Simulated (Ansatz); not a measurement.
The cluster Co₂S, relaxed as a singlet with RKS B3LYP-D4/def2-TZVP in Ansatz, starting from the GFN1-xTB geometry. Force threshold 0.02 eV/Å.

The structure comes from a short search, and lower isomers may exist.

Start:

```xyz
3

Co    1.328   -1.312   -0.668
Co   -1.410    1.323    0.438
S     0.082   -0.011    0.230
```

| step | energy (eV) | largest force component (eV/Å) | SCF passes |
| --- | --- | --- | --- |
| 1 | -86088.9770 | 0.991 | 109 |
| 2 | -86089.0531 | 0.572 | 66 |
| 3 | -86089.1354 | 0.573 | 72 |
| 4 | -86089.1550 | 0.187 | 61 |
| 5 | -86089.1566 | 0.044 | 41 |
| 6 | -86089.1567 | 0.001 | 36 |

Force components are those of the run's own axes.

End:

```csv
atom,x (Å),y (Å),z (Å)
Co1,1.309,-1.260,-0.529
Co2,-1.309,1.260,0.529
S3,0.000,0.000,0.000
```

By distances, no bond broke or formed. The bond that changes most is Co2–S3, from 2.01 to 1.89 Å (atoms count from 1). The end is the same structure that another start reached, the lowest one found.

No frequencies were taken in this run, so the end may be a saddle point.

It took 55 s on 4 threads of Intel Xeon on a shared host.
